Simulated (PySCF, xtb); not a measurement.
Si(AsH2)(F)2(H) (AsF2H3Si), SMILES F[SiH](F)[AsH2].

GFN2-xTB (xtb 6.7.1) at its own geometry gives an orbital gap of 5.08 eV and a dipole moment of 2.52 D.

Geometry: PBE0-D3(BJ)/def2-SVP. The structure was generated by enumeration, and PubChem lists no compound with its InChIKey, so it may never have been made.

**Question.** What does PBE/def2-TZVP in PySCF give? (Estimate from the structure and the level; the computed values follow.)

**Answer.** gap 5.91 eV (levels -6.90 and -0.99 eV), dipole 1.84 D.
